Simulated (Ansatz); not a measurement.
Ideal-gas functions of B$_{3}$H$_{3}$O$_{3}$, SMILES `B1OBOBO1` at 600 K and 1 bar, from an Ansatz frequency run at PBE0-D4/def2-TZVP.

Molar mass 83.46 g/mol, point group D3h (symmetry number 6), electronic degeneracy 1, moments of inertia 85.579, 85.58, 171.158 u Å². Harmonic wavenumbers (cm⁻¹, unscaled): 208, 208, 389, 531, 531, 810, 922, 923, 923, 1001, 1001, 1016, 1109, 1199, 1231, 1231, 1429, 1429, 2684, 2684, 2699.

Use S(trans) = R[1.5 ln M + 2.5 ln T − 1.1517]; rotational temperatures θ = 24.2544 K / I; S(rot) = R[ln(√π/σ · √(T³/θAθBθC)) + 1.5]; for each mode x = 1.438777 ν̃/T, S = R[x/(eˣ − 1) − ln(1 − e⁻ˣ)] and H = RT x/(eˣ − 1); 1 cm⁻¹ = 0.0119627 kJ/mol; R = 8.31446 J/(mol·K).

**Question.** By hand: the entropy, in J/(mol·K).

**Answer.** Translation 178.6. Rotation: θ = 0.2834, 0.2834, 0.1417 K, giving 100.7. Vibration, mode by mode: 14.18, 14.18, 9.19, 6.85, 6.85, 3.99, 3.23, 3.22, 3.22, 2.78, 2.78, 2.70, 2.27, 1.91, 1.80, 1.80, 1.23, 1.23, 0.10, 0.10, 0.10, in all 83.7. Electronic 0.0. Sum 363.0 J/(mol·K).

**Question.** By hand: H − E and G − E in kJ/mol, counted from the electronic energy.

**Answer.** Zero-point energy ½ × 24158 × 0.0119627 = 144.5; thermal vibration 29.7; translation, rotation and pV give 4 RT = 20.0. H − E = 194.2 kJ/mol, and G − E = 194.2 − 600 × 363.0/1000 = -23.6 kJ/mol.

Vibration gives 23 % of the entropy.
